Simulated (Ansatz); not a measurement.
Geometry optimisation, UKS PBE/STO-3G (Ansatz 0.2.0).

The input (input.yaml):

```yaml
crystal:
  periodic: [false, false, false]
  atoms:
    - { symbol: O, position_ang: [2.11165, -0.39821, 0.46241] }
    - { symbol: Si, position_ang: [0.8784, -0.08946, -0.3434] }
    - { symbol: C, position_ang: [-0.79951, 0.0634, 0.43573] }
    - { symbol: F, position_ang: [-1.8936, 0.34327, -0.27489] }
    - { symbol: H, position_ang: [0.73279, 0.13678, -1.76664] }
    - { symbol: H, position_ang: [-1.02973, -0.05577, 1.48679] }
magnetization:
  spin_polarized: true
  initial_magnetization: 1
basis:
  gaussian: { orbitals: STO-3G }
hamiltonian:
  xc: pbe
relax:
  f_tol: 0.02
  max_steps: 40
```

Command:

```bash
$ ansatz run input.yaml --threads 1 --pin off --max-ram 2048MiB --backend cpu --events-out ev --progress --plain --runs-dir out
```

Question: Where does it end, and by what steps?

Answer: It converged. Limits of this set-up: minimal basis. After 4 steps the energy has fallen by 0.316 eV; O1 moved furthest, 0.06 Å.

```tsv
step	energy less start (eV)	largest force component (eV/Å)	accepted
0	0.0000	4.569	yes
1	-0.2439	2.417	yes
2	-0.3120	0.533	yes
3	-0.3156	0.042	yes
4	-0.3158	0.013	yes
```

```xyz
6
Properties=species:S:1:pos:R:3
O 2.165 -0.414 0.493
Si 0.836 -0.083 -0.340
C -0.807 0.068 0.415
F -1.952 0.350 -0.288
H 0.752 0.140 -1.790
H -0.994 -0.061 1.509
```

Whether the end is a true minimum wasn't checked by a vibrational analysis.

Time of the run: 10 s on 1 thread of Arm Neoverse V2, with other jobs on the host, peak memory 0.15 GiB.
